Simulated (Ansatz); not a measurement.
`[CH3][In-]([CH3])([NH3+])[Cl]`, charge 0, multiplicity 1.

(1) Give a relaxed structure at PBE0-D4/def2-TZVP (Ansatz 0.2.0). (An estimate is asked.)

Answers

(1) Computed: 
Cartesian coordinates in Å:
```
C 0.037 1.027 1.979
In -0.205 -0.376 0.372
C -1.794 -0.898 -0.974
N 1.457 0.390 -1.157
Cl 1.266 -2.274 0.697
H -0.575 0.732 2.833
H 1.081 1.038 2.295
H -0.260 2.033 1.678
H -2.211 -0.014 -1.461
H -2.597 -1.400 -0.432
H -1.415 -1.582 -1.734
H 1.930 1.249 -0.904
H 1.172 0.454 -2.127
H 2.116 -0.379 -1.065
```
Point group Cs.
This is one stationary point; other conformers may exist.
